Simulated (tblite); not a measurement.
Species: C3H9F3Si3.
Atom-mapped SMILES: `[CH2:1]=[CH:2][Si@H:3]([CH2:4][SiH3:5])[Si:6]([F:7])([F:8])[F:9]` (hydrogens: H10, H11 on C1; H12 on C2; H13 on Si3; H14, H15 on C4; H16, H17, H18 on Si5)

A start from a force field or distance geometry was refined with GFN2-xTB geometry optimisation, gas phase in tblite. Values at the start:

| coordinate | start |
| --- | --- |
| C1=C2 | 1.332 Å |
| C1–H10 | 1.084 Å |
| C1–H11 | 1.071 Å |
| C2–Si3 | 1.808 Å |
| C2–H12 | 1.113 Å |
| Si3–C4 | 1.868 Å |
| Si3–Si6 | 2.239 Å |
| Si3–H13 | 1.501 Å |
| C4–Si5 | 1.864 Å |
| C4–H14 | 1.107 Å |
| C4–H15 | 1.132 Å |
| Si5–H16 | 1.463 Å |
| Si6–F7 | 1.692 Å |
| Si6–F9 | 1.698 Å |
| C1–C2–Si3 | 124.7° |
| C2–Si3–C4 | 112.9° |
| C2–Si3–Si6 | 113.7° |
| Si3–C4–Si5 | 108.9° |
| Si3–Si6–F7 | 110.6° |
| Si3–Si6–F8 | 110.6° |
| C4–Si3–Si6 | 111.3° |
| F7–Si6–F8 | 108.5° |
| C1–C2–Si3–C4 | 60° |
| C2–Si3–C4–Si5 | -174° |
| C2–Si3–Si6–F7 | -8° |

Problem. How do these coordinates change at the GFN2-xTB level?

Solution. 
```csv
coordinate,GFN2-xTB (Å or °),change
Si6–F9,1.596,-0.102
Si6–F7,1.596,-0.096
C2–Si3,1.889,+0.081
C4–Si5,1.907,+0.043
Si3–Si6,2.281,+0.042
C4–H15,1.090,-0.042
Si3–C4,1.905,+0.037
C2–H12,1.084,-0.029
Si3–H13,1.479,-0.022
C4–H14,1.092,-0.015
C1–H11,1.079,+0.008
C1=C2,1.325,-0.007
C1–H10,1.079,-0.005
Si5–H16,1.465,+0.002
Si3–Si6–F7,118.4,+7.8
F7–Si6–F8,101.2,-7.3
Si3–C4–Si5,115.8,+6.9
Si3–Si6–F8,115.1,+4.5
C2–Si3–C4,109.3,-3.6
C2–Si3–Si6,111.2,-2.5
C4–Si3–Si6,109.8,-1.5
C1–C2–Si3,125.9,+1.2
C1–C2–Si3–C4,114,+54
C2–Si3–Si6–F7,-34,-26
C2–Si3–C4–Si5,173,-13
```

The energy falls by 94.5 kJ/mol over 208 L-BFGS steps, the largest force on an atom goes from 2.40 to 0.009 eV/Å, and the atoms move by 0.794 Å rms after alignment. The bond that changes most is Si6–F9 (fluorine-bound silicon to silicon-bound fluorine), which shortens by 0.102 Å. Bonds longer at the end by more than 0.005 Å: 5 of 17; shorter: 10. Among the dihedrals that turn most is H15–C4–Si5–H17, from -124° to -60°. Rotational constants go from 961.7, 880.6, 565.4 to 1044, 755.3, 509.0 MHz.

On one thread, Intel Xeon at 2.50 GHz (x86_64), no GPU (shared host), this took 6.5 s of wall time.

Its lowest GFN2-xTB frequency is 13 cm⁻¹, too small to tell a flat minimum from a shallow saddle. One conformer, not necessarily the lowest. 3 starts were optimised and ended at 0.00, 0.16 and 0.62 kcal/mol (GFN2-xTB); the lowest of these is shown.

All values are computed, not measured.
